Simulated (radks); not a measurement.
Excited configurations of the calcium ion Ca+: one electron is placed in a higher orbital outside [Ar]. The ground configuration is [Ar] 4s1. All-electron calculation, non-relativistic Kohn-Sham, PBE, spin-polarised, spherical densities, point nucleus; open shells are filled with parallel spins first. Program: a radial shooting solver on a logarithmic mesh with Libxc functionals. Excitation = E - E(ground); binding = E(ion) - E, where the ion is the core of charge +2; n* = 2/sqrt(2 binding) in atomic units, and the quantum defect is n - n*.

outer orbital,excitation (eV),binding (eV),n*,eigenvalue (eV),<r> (bohr)
3d,1.302,10.688,2.257,-5.992,2.340
4d,6.644,5.345,3.191,-4.009,6.475
5s,6.155,5.835,3.054,-4.661,7.366
5p,7.211,4.778,3.375,-3.769,8.563
5d,8.739,3.250,4.092,-2.547,11.76
6p,9.028,2.961,4.287,-2.394,14.13
6f,10.267,1.723,5.621,-1.375,22.20
7s,9.709,2.281,4.885,-1.878,18.97
7p,9.971,2.019,5.192,-1.657,21.07
7d,10.407,1.583,5.864,-1.295,26.17
7f,10.698,1.292,6.491,-1.052,30.98

The Delta-SCF ionisation energy is 11.990 eV (NIST Atomic Spectra Database: 11.872 eV, measured). Self-interaction in the functional shifts the binding energies and quantum defects, so they are the method's values and not measured ones.
